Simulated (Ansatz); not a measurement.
Mulliken charges of C2H4NSb (`C=C=[N][SbH2]`) from PBE/def2-TZVPP in Ansatz (PBE0-D4/def2-TZVP geometry).

```
atom   x (Å)   y (Å)   z (Å)  charge (e)
  C1   0.227   1.835   0.169      -0.267
  C2  -0.123   0.702  -0.397      -0.016
  N3  -0.437  -0.311  -0.976      -0.241
 Sb4  -0.867  -2.084   0.003       0.482
  H5   1.273   2.073   0.301       0.107
  H6  -0.527   2.540   0.490       0.107
  H7   0.285  -2.945  -0.920      -0.081
  H8   0.261  -1.868   1.276      -0.090
```

Task: By hand: the dipole of these point charges (1 e Å = 4.8032 D).

Result: Σ q r = (-0.338, -0.530, 0.242) e Å, of length 0.674 e Å = 3.24 D.

Task: How does the dipole of the full density compare? (Best estimate.)

Result: Ansatz gave: (-0.081, -0.210, 0.234) e Å, 1.56 D; the point charges give 2.08 times that, at 27° from its direction.

Point charges leave out the atoms' own dipoles, such as those of lone pairs, and Mulliken's split depends on the basis, so the two needn't agree.
